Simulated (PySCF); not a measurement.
# Correlation energy of Ti⁺ (titanium, charge +1)

[Ar] 3d2 4s1, high-spin 4F determinant. Calculation: PySCF 2.14, in def2-SVP (5s3p2d1f, 31 functions); no relativity, point nucleus. Frozen: [Ar]; 3 electrons correlated.

MP2 pair energies summed by pair of shells (mhartree):

```csv
pair,energy,share (%)
3d-4s,-2.88,51.6
3d-3d,-2.70,48.4
```

Total MP2 correlation energy: -5.58 mhartree.

Same-spin part -5.58 and opposite-spin part 0.00 mhartree; SCS-MP2 scales them by 1/3 and 6/5 to -1.86 mhartree.
